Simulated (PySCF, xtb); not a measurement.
B(Cl)(I)(Me) (CH3BClI), SMILES B(Cl)(I)C.

The structure is a stationary point at PBE-D3(BJ)/def2-SVP. The def2 effective core potentials stand for the cores of I; spin–orbit coupling is left out.

The numbers are results of C-PCM-M06-2X/def2-SVP run with PySCF 2.14.0, not measurements.

The values are the electrostatic part of the solvation free energy, E(continuum) − E(gas) at the gas-phase geometry, in a cavity of scaled van der Waals radii (PySCF's table); cavitation and dispersion terms are not included. In vacuum the orbital gap is 7.99 eV. The dipole moment in vacuum is 1.62 D.

Computed values in water (ε = 78.36), dichloromethane (ε = 8.93), chlorobenzene (ε = 5.70):
| solvent | ε | ΔG(elec) (kcal/mol) | dipole (D) | gap (eV) |
|---|---|---|---|---|
| water | 78.36 | -1.7 | 2.10 | 8.20 |
| dichloromethane | 8.93 | -1.5 | 2.04 | 8.17 |
| chlorobenzene | 5.70 | -1.4 | 2.00 | 8.16 |

For comparison, GFN2-xTB/ALPB(water) (xtb, at the GFN2-xTB geometry, all terms of that model) gives -2.5 kcal/mol.
